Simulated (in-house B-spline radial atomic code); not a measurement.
Atomic self-consistent-field run: the rhodium ion Rh²⁺ (with a hole in an inner shell). Computed with an all-electron radial atomic-structure program (B-spline basis): Dirac-Hartree-Fock, average of configuration, Fermi nucleus of rms radius 4.4945 fm.

Command:
```bash
python run_scf.py task.json out
```
Settings (nuclear radius in fm, mass in u):
```
Z                45
configuration    1s2 2s2 2p6 3s2 3p6 3d10 4s1 4p6 4d8
hamiltonian      dirac
method           hf
spin_polarised   False
nucleus          fermi
rms_radius       4.4945
atomic_mass      102.90549
speed_of_light   137.035999084
```

Output (hartree, bohr):
```
 radial grid: 73 intervals, B-splines of order 8, outer radius 38.5185 bohr

 iter        energy (Eh)    residual
    1       -4768.367200    5.52e-01
    2       -4774.876872    3.28e-01
    3       -4778.294550    8.35e-02
    4       -4778.552320    2.19e-02
    5       -4778.566118    1.26e-02
    6       -4778.570544    2.20e-03
    7       -4778.570583    2.07e-04
    8       -4778.570583    2.57e-05
    9       -4778.570583    1.94e-06
   10       -4778.570583    2.50e-07

 total energy                     -4778.57058
 kinetic                            4982.3569
 electron-nucleus                 -11535.8500
 electron-electron                  1774.9225

 first-order corrections (not in the total)
   Gaunt                             3.4168
   retardation                      -0.3432
   frequency dependence             -0.0245
   self-energy                       2.2996
   Uehling                          -0.2765
   Wichmann-Kroll                    0.0047
   recoil                            0.0177

 orbital      occ     eigenvalue          <r>       <r^2>       <1/r>     <1/r^2>       r_max    small
 1s1/2      2.000      -859.4197    0.0326183  0.00143734     47.0549     4711.48     0.02118  2.71e-02
 2s1/2      2.000      -128.3757     0.141314   0.0236092     10.8133     527.058      0.1197  5.65e-03
 2p1/2      2.000      -118.5527      0.12039   0.0178018     10.7569     169.522     0.09303  5.63e-03
 2p3/2      4.000      -113.2079     0.125214   0.0191304     10.1691     140.905     0.09707  5.42e-03
 3s1/2      2.000       -24.9843     0.388581    0.172861     3.75867     99.1173      0.3507  1.56e-03
 3p1/2      2.000       -21.1049     0.381298    0.168996     3.65946     31.7562       0.338  1.51e-03
 3p3/2      4.000       -20.1535     0.391511    0.177967     3.52072     26.6436      0.3473  1.45e-03
 3d3/2      4.000       -13.3134     0.367017    0.160727     3.33404     14.0808      0.2903  1.33e-03
 3d5/2      6.000       -13.1282     0.370401    0.163555     3.29758     13.7163       0.293  1.31e-03
 4s1/2      1.000        -4.6308     0.979107     1.08426     1.39586     17.6629      0.8806  3.66e-04
 4p1/2      2.000        -3.2483      1.05859     1.28059     1.27239     5.23126      0.9271  3.13e-04
 4p3/2      4.000        -3.0942      1.08631     1.34846     1.23206     4.41973      0.9503  3.00e-04
 4d3/2      3.200        -1.2361      1.39704      2.3157    0.946724     1.68816       1.111  1.89e-04
 4d5/2      4.800        -1.2179      1.41296     2.36902    0.935001       1.636       1.122  1.85e-04
```

Time taken, with all properties: 1.1 s on 1 thread of Arm Neoverse V2, on a shared host.

For the Dirac Hamiltonian the kinetic term is c α·p + (β - 1)c².
